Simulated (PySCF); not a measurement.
Si(Cl)(Br)(Me)2, SMILES C[Si](C)(Cl)Br, B3LYP/def2-SVP optimised geometry.

```
11

C     -1.40    -1.81    -1.57
Si    -0.80    -0.99     0.00
C     -1.39    -1.81     1.57
Cl    -1.45     0.99     0.00
Br     1.45    -0.99     0.00
H     -1.05    -2.86    -1.61
H     -1.02    -1.28    -2.46
H     -2.50    -1.81    -1.61
H     -1.01    -1.28     2.46
H     -1.04    -2.86     1.61
H     -2.49    -1.81     1.61
```

Density from B3LYP/def2-TZVP in PySCF 2.14.0 at that geometry.

Minimum of the electron density along straight lines between bonded atoms, close to the bond critical point (lines longer than 1.1 times the sum of covalent radii, or with two minima, are not listed):

```tsv
bond	length / Å	ρ at the minimum / e bohr⁻³	∇²ρ there / e bohr⁻⁵	position (fraction from the first atom)
C1–Si2	1.869	0.127	0.14	0.61
Si2–C3	1.869	0.127	0.14	0.39
Si2–Cl4	2.088	?	0.17	0.36
Si2–Br5	2.254	?	?	0.35
C1–H6	1.102	0.268	-0.88	0.64
C1–H7	1.101	0.269	-0.89	0.64
C1–H8	1.102	0.267	-0.88	0.64
C3–H9	1.101	0.269	-0.89	0.64
C3–H10	1.102	0.268	-0.88	0.64
C3–H11	1.102	0.267	-0.88	0.64
```

**Question.** Some entries are withheld; supply them.

**Answer.** 
- Si2–Cl4, ρ at the minimum / e bohr⁻³: 0.095
- Si2–Br5, ρ at the minimum / e bohr⁻³: 0.087
- Si2–Br5, ∇²ρ there / e bohr⁻⁵: 0.04
